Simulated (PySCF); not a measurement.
CdHI. Atoms are numbered in the order given.

```xyz
3

Cd     0.0000     0.0000    -1.3344
H      0.0000     0.0000    -2.9978
I      0.0000     0.0000     1.2651
```

The structure is a stationary point at PBE0-D3(BJ)/def2-TZVP. The def2 effective core potentials stand for the cores of Cd, I; spin–orbit coupling is left out.

All values below come from HF/def2-TZVPD run with PySCF.

Gas-phase values at a fixed geometry.

```yaml
total_energy: -464.15702 hartree
point_group: C∞v
highest_occupied_level: -9.91 eV
lowest_empty_level: 1.21 eV
orbital_gap: 11.12 eV
dipole_moment: 1.96 D
quadrupole, principal values (traceless, Buckingham form, about the centre of nuclear charge): -6.68, 3.34, 3.34 D·Å
mean_static_polarisability: 65.0 bohr³ (9.63 Å³)
polarisability_principal_values: 55.1, 55.1, 84.8 bohr³
```
